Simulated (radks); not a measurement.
O, 8 electrons, occupied as [He] 2s2 2p4. Calculated with a radial shooting solver on a logarithmic mesh with Libxc functionals: scalar-relativistic Kohn-Sham, PBE, spin-polarised, spherical densities, point nucleus; open shells are filled with parallel spins first. Some entries of the table are withheld. Estimate them.

orbital  occ.  eigenvalue (eV)  <1/r> (bohr^-1)  <r> (bohr)
1s up       1        -514.8140              (1)      0.1997
1s down     1        -513.5812              (2)      0.1993
2s up       1         -25.2162            1.294       1.128
2s down     1         -21.9678            1.262       1.159
2p up       3         -10.2236            1.127       1.231
2p down     1          -7.1857            1.066       1.335

Answer. 
(1) 1s up <1/r> (bohr^-1): 7.630
(2) 1s down <1/r> (bohr^-1): 7.641
